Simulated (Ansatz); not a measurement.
Ansatz results at the PBE0-D4/def2-TZVP geometry: HOMO–LUMO gap (PBE0/def2-TZVPP) 6.54 eV; LUMO energy (B3LYP/def2-TZVPP) -1.82 eV; HOMO energy (PBE0/def2-TZVPP) -8.14 eV.

Each molecule was computed in one conformer, which needn't be the lowest.

(1) Which molecule gave them?
A. `CC(F)[BH][AlH2]`
B. `NC1CO[SiH2]1`
C. `C[BH][Al]([CH3])[F]`
D. `CB(F)[CH2][AlH2]`

## Answers

(1) D. The others give `NC1CO[SiH2]1`: 6.69, -0.40, -6.86; `C[BH][Al]([CH3])[F]`: 5.21, -2.00, -7.03; `CC(F)[BH][AlH2]`: 4.77, -2.27, -6.86.

B3LYP here is the variant with VWN-RPA as its local correlation; programs differ in this.
